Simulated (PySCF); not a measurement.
Fill in the blanks.

C₄H₃O₃S₂ (charge -1).
Z-matrix (Å and degrees, PBE0-D3(BJ)/def2-SVP geometry), rows numbered from 1:
```
O 
S   1  1.4760
O   2  1.4766  1  115.03
O   2  1.4761  1  114.16  3   136.19
C   2  1.8051  1  103.47  3  -112.36
C   5  1.4268  2  123.89  1   -61.40
C   6  1.3678  5  112.66  2  -179.88
S   7  1.7269  6  111.47  5    -0.01
C   5  1.3647  2  123.56  1   118.79
H   6  1.0905  5  122.51  2    -0.11
H   7  1.0899  6  128.38  5   179.83
H   9  1.0888  5  125.81  2    -0.17
```

```json
{"property": "rotational constants A, B, C", "level": "PBE0-D3(BJ)/def2-SVP", "value": "?"}
{"property": "HOMO energy", "level": "PBE0/pcSseg-1", "value": "?"}
{"property": "LUMO energy", "level": "PBE0/pcSseg-1", "value": "2.90 eV"}
{"property": "13C chemical shifts (computed TMS as zero) by class", "level": "GIAO PBE0/pcSseg-1", "value": "?"}
{"property": "1H chemical shifts (computed TMS as zero) by class", "level": "GIAO PBE0/pcSseg-1", "value": "7.29 (H10), 7.14 (H12), 6.32 (H11) ppm"}
{"property": "isotropic shieldings of nuclei other than C and H, by class", "level": "GIAO PBE0/pcSseg-1", "value": "89 (O1/O3/O4), 184 (S2), 326 (S8) ppm"}
```

Gas-phase values; electronic properties from PySCF, density fitting. Geometry: PBE0-D3(BJ)/def2-SVP; no solvent or vibrations. The geometry's basis has no diffuse functions, a weakness for an anion. NMR classes are plain means over equivalent atoms (diastereotopic ones count apart unless rotation or inversion swaps them), as if these changed places fast; in this geometry the members of some classes differ. No diffuse functions stand in pcSseg-1, which bears on an anion's orbital energies.

**Question.** The HOMO energy?

**Answer.** -2.34 eV.

**Question.** What are the rotational constants A, B, C?

**Answer.** 2.978, 0.790, 0.711 GHz.

**Question.** The 13C chemical shifts (computed TMS as zero) by class?

**Answer.** 167.1 (C5), 135.5 (C6), 126.3 (C9), 124.9 (C7) ppm.

With B = h/(8π²I), that is 505.379 GHz u Å² over I, the principal moments of inertia are 169.7, 639.4 and 710.9 u Å² (most abundant isotopes); the inertial defect Ic − Ia − Ib is -98.2 u Å² (zero for a rigid planar frame, negative otherwise). The rotational constants make it an asymmetric top with κ = (2B − A − C)/(A − C) = -0.93, nearer the prolate limit (−1).

For the NMR shielding job (PBE0/pcSseg-1), the run took 23 s of wall time on an Arm Neoverse V2 with one thread, no GPU (shared host).
